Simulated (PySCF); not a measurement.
C2H6N2Si2, SMILES [SiH2]1N=CN=C[SiH2]1. Geometry: r2SCAN-D4/def2-SVP. The structure was generated by enumeration, and PubChem lists no compound with its InChIKey, so it may never have been made.

Computed equilibrium geometry at r2SCAN-D4/def2-SVP (PySCF confirms it by a frequency run) as Cartesian coordinates in Å:
```xyz
12

C      0.5873     1.4835    -0.4850
N      1.6297     0.8544    -0.0817
C      1.5990    -0.2996     0.7188
N      0.8080    -1.2991     0.6338
Si    -0.7316    -1.3154    -0.2235
Si    -1.2308     0.9637    -0.1040
H      0.7801     2.2904    -1.2171
H      2.4589    -0.3353     1.4139
H     -0.5716    -1.8196    -1.6233
H     -1.6647    -2.2082     0.5176
H     -2.1259     1.6606    -1.0726
H     -1.5845     1.3464     1.2984
```
